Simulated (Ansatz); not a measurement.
Gas-phase electronic energies from Ansatz, PBE0-D4/def2-TZVP geometries. CCSD(T)/CBS adds triple-zeta CCSD(T) − MP2 to the extrapolated MP2 energy (def2 sets, frozen cores). Functionals use def2-TZVPP. Elements past krypton have def2 core potentials. For In outer-core shells are correlated without core-valence functions, which leaves a few kJ/mol of doubt a bond. Each species was taken in one conformer, which may not be the lowest.

`[OH][In]([Cl])[O][SiH3]` + `C=C(N)[SiH3]` → `C=C(N)[SiH2][SiH3]` + `[OH][In]([OH])[Cl]`  (formal exchange of groups at the Si–O bond)

```csv
level,ΔE (kJ/mol)
PBE-D4,66.1
ωB97X-V,93.4
B2PLYP,100.8
PBE,68.3
r2SCAN,88.3
SCS-MP2/def2-TZVPP,109.5
CCSD/def2-TZVPP,101.6
HF/def2-QZVPP,130.8
```

Task: What does CCSD(T)/CBS give? (An estimate is asked.)

Result: Ansatz gave: +97.5 kJ/mol. The listed levels differ from it by -31.4, -4.1, 3.3, -29.2, -9.2, 12.0, 4.1, 33.3 kJ/mol.

Largest T1 diagnostic among the species: 0.016.

In def2-TZVPP, CCSD(T) changes the Hartree–Fock value by −30.7 kJ/mol (the triples alone add −4.1 kJ/mol) and MP2 by −24.4 kJ/mol. From PBE to PBE0 (25 % exact exchange), in def2-TZVPP and without D4, ΔE moves by +10.3 kJ/mol. The D4 term adds −3.5 kJ/mol with B3LYP and −2.0 kJ/mol with PBE0; it sums over pairs of atoms, weighted by their polarisabilities, and B3LYP, whose exchange is more repulsive, gets the larger term.

B3LYP here is the variant with VWN-RPA as its local correlation; programs differ in this.
